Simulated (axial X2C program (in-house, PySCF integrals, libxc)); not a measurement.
# CrBr⁺: cheaper levels and CCSD(T), two-component

Calculated with an in-house relativistic program for diatomic molecules. Two-component (2c) means X2C with spin–orbit coupling and atomic mean-field two-electron Coulomb and Gaunt terms. Basis: Br dyall-cv3z [8s9p6d4f1g], Cr dyall-cv3z [9s10p6d3f2g] (cores contracted in-house); Gaussian nuclei, density fitting, unrestricted open shells. Masses: Br 78.918 u, Cr 51.941 u.

State: Ω = 1 (⟨Sz⟩ = 2.00, ⟨Lz⟩ = -1.00 at HF); fragments Br + Cr+.

```json
{"level": "PBE0", "Re (Å)": "2.261", "ωe (cm⁻¹)": "330.3", "De (eV)": "2.01"}
{"level": "HF", "Re (Å)": "2.324", "ωe (cm⁻¹)": "350.5", "De (eV)": "0.618"}
{"level": "MP2", "Re (Å)": "2.258", "ωe (cm⁻¹)": "367.2", "De (eV)": "1.43"}
{"level": "CCSD", "Re (Å)": "2.258", "ωe (cm⁻¹)": "369.1", "De (eV)": "1.44"}
{"level": "TPSSh", "Re (Å)": "2.262", "ωe (cm⁻¹)": "326.0", "De (eV)": "2.33"}
```

Correlated methods: 12 electrons correlated (number of frozen shells: Br 3 s, 2 p, 1 d; Cr 3 s, 2 p), 278 virtual spin orbitals or spinors in MP2, 90 natural virtuals in coupled cluster.

CCSD(T), same Hamiltonian and basis:

Re = 2.256 Å, ωe = 367.2 cm⁻¹, De = 1.60 eV; T1 = 0.043 (Lee–Taylor normalisation).

Task: Give the differences from CCSD(T) in the columns below.

Result: 

```json
{"level": "PBE0", "ΔRe (Å)": "0.005", "Δωe (cm⁻¹)": "-37", "ΔDe (eV)": "0.41"}
{"level": "HF", "ΔRe (Å)": "0.068", "Δωe (cm⁻¹)": "-17", "ΔDe (eV)": "-0.98"}
{"level": "MP2", "ΔRe (Å)": "0.002", "Δωe (cm⁻¹)": "0", "ΔDe (eV)": "-0.17"}
{"level": "CCSD", "ΔRe (Å)": "0.002", "Δωe (cm⁻¹)": "2", "ΔDe (eV)": "-0.16"}
{"level": "TPSSh", "ΔRe (Å)": "0.006", "Δωe (cm⁻¹)": "-41", "ΔDe (eV)": "0.73"}
```

One determinant describes the state; a PBE0 search over occupations chose it and may have missed a lower one. Dissociation energies refer to the lowest single-determinant-based atoms at the same level and basis. Density functionals use the spin component along the axis (collinear). Coupled cluster ran in a truncated set of natural virtual spinors; the MP2 energy of the rest was added. (T) has no such correction and the atoms are truncated less, which lowers De at CCSD(T) by a hundredth of an eV or more. PBE0 can misorder states that lie within some tenths of an eV, so this need not be the ground state of the molecule. The nearest other 2c determinant of the search, Ω = 2, lies 0.08 eV up at the distance of the search. The functionals have no current-density term, which raises determinants with orbital currents, atoms included. With several unpaired electrons one determinant need not be a pure state. Open-shell Ω = 0 determinants with evenly filled partner blocks cannot be reached by this program, so the Ω shown need not be the lowest component. Some points did not converge and are left out. The determinant is spin-polarised beyond a pure state at some levels (its spin-free form has ⟨S²⟩ too high), which makes Re and μ there less reliable. The T1 diagnostic is large, a sign of multireference character. The stretched end of a curve changes character and is left out.
